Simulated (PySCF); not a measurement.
ethynyl anion (C2H), SMILES [C-]#C, charge -1.

The structure is a stationary point at PBE-D3(BJ)/def2-TZVPD.

Two levels are set side by side: PBE/def2-TZVPD (PySCF) and M06-2X/def2-TZVPD (PySCF). Same geometry, gas phase. Differences are taken from unrounded values.

```tsv
quantity	M06-2X
orbital gap (eV)	6.90
highest occupied level (eV)	-2.01
lowest empty level (eV)	4.89
mean polarisability (bohr³)	38.2
```

Problem. What does PBE give, and how far is it from M06-2X? (An estimate is asked for; the answer gives what the named calculation found.)

Solution. 
```
quantity                      PBE  PBE minus M06-2X
---------------------------  ----  ----------------
orbital gap (eV)             3.86             -3.04
highest occupied level (eV)  0.55              2.55
lowest empty level (eV)      4.40             -0.49
mean polarisability (bohr³)  41.7               3.5
```

Without exact exchange PBE keeps part of each electron's self-repulsion, which lifts occupied levels and narrows the gap. Loosely held outer electrons make PBE densities more polarisable. Differences between two approximate levels are no errors against the true value.

Rough cost on one machine, each run with all the roots and properties that it gave: M06-2X against PBE about 4 times.
